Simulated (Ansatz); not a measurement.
H7NSSi2 (`N[SiH2][SiH2]S`) from Hartree–Fock to CCSD(T)

Cartesian coordinates in Å:
```
N 1.1660 -0.8803 -1.2679
Si 1.2460 -0.0743 0.2487
Si -0.8599 0.8917 0.5788
S -2.2368 -0.7424 0.3233
H 1.9788 -1.3250 -1.6627
H 0.3224 -1.3709 -1.5197
H 1.5647 -0.9335 1.4311
H 2.3026 0.9727 0.1925
H -1.1528 1.9411 -0.4339
H -0.9958 1.5033 1.9293
H -3.3352 0.0176 0.1805
```

The species carries charge 0 and has multiplicity 1. The structure was optimised at the PBE0-D4/def2-TZVP level. It is one conformer, not always the lowest. Frozen core, restricted reference, Ansatz. CBS rows extrapolate triple and quadruple zeta; past MP2 they add the triple-zeta difference.

```tsv
basis	HF (Eh)	MP2 corr.
def2-SVP	-1033.61684	-0.50223
def2-TZVPP	-1034.03481	-0.64481
def2-QZVPP	-1034.06712	-0.69558
```

Task: Estimate the CCSD correlation energy and the (T) correction in each basis where they were run (hartree).

Result: 
| basis | CCSD corr. | (T) |
| --- | --- | --- |
| def2-SVP | -0.56620 | -0.01495 |
| def2-TZVPP | -0.70678 | -0.02786 |
| CBS(def2) | -0.79515 | as TZ |
